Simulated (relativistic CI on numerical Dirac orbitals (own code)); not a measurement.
W⁴⁺: 4d photoemission

Computed with this model: Dirac-Coulomb-Breit CI, separate exchange-only KLI orbitals for each configuration, model QED (radiative potential, 1s self-energy scaled to tabulated hydrogen-like ionisation energies), valence Slater integrals scaled by 0.8, multiplet model of photoemission in the sudden approximation; configurations [Xe] 4f14 5d2 → [Kr] 4d9 4f14 5s2 5p6 5d2; 300 K; Lorentzian 3.5 eV and Gaussian 0.6 eV FWHM. Energies are those of the free ion, without screening or charge transfer. The energies are binding energies and can lie tens of eV above those of solids. S is read from ⟨S²⟩ = S(S + 1).

free ion: ground-state S = 0.94, centroid 306.64 eV. Peaks (eV, height): 301.4 (100), 314.2 (60).

Strongest unbroadened transitions for free ion:

| Energy (eV) | Relative strength |
| --- | --- |
| 301.20 | 37.7 |
| 301.22 | 49.0 |
| 301.25 | 19.8 |
| 301.46 | 100.0 |
| 301.57 | 76.2 |
| 302.16 | 1.9 |
| 302.25 | 4.0 |
| 302.72 | 3.2 |
| 303.26 | 1.8 |
| 303.27 | 2.9 |
| 306.18 | 2.5 |
| 313.75 | 19.2 |
| 313.88 | 78.6 |
| 314.02 | 57.5 |
| 315.37 | 13.5 |
| 316.54 | 4.0 |
| 317.01 | 12.9 |
| 317.35 | 6.9 |
